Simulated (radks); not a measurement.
The numbers below are computed, except where a source is named.
Task: Coherent X-ray form factor from a spherical all-electron density. Code: a radial shooting solver on a logarithmic mesh with Libxc functionals. Model: Dirac Kohn-Sham, PBE, spin-unpolarised, spherical densities, point nucleus.

| sin(theta)/lambda (1/angstrom) | f0 (electrons) |
|---|---|
| 0.05 | 32.621 |
| 0.1 | 31.559 |
| 0.15 | 30.011 |
| 0.2 | 28.214 |
| 0.25 | 26.371 |
| 0.3 | 24.611 |
| 0.4 | 21.505 |
| 0.5 | 18.875 |
| 0.6 | 16.550 |
| 0.8 | 12.620 |
| 1 | 9.762 |
| 1.25 | 7.583 |
| 1.5 | 6.393 |
| 2 | 5.066 |

The species is in the configuration that NIST lists as its ground one. Which atom or ion scatters so?

Result: The krypton ion Kr3+, [Ar] 3d10 4s2 4p3. Extrapolating in s^2 from the first two rows gives f0(0) = 33.0, near the electron count 33; among species with that count, the fall with angle is slower the higher Z, and the table is that of Z = 36; from so few rows the species is fixed only to a neighbour or two.
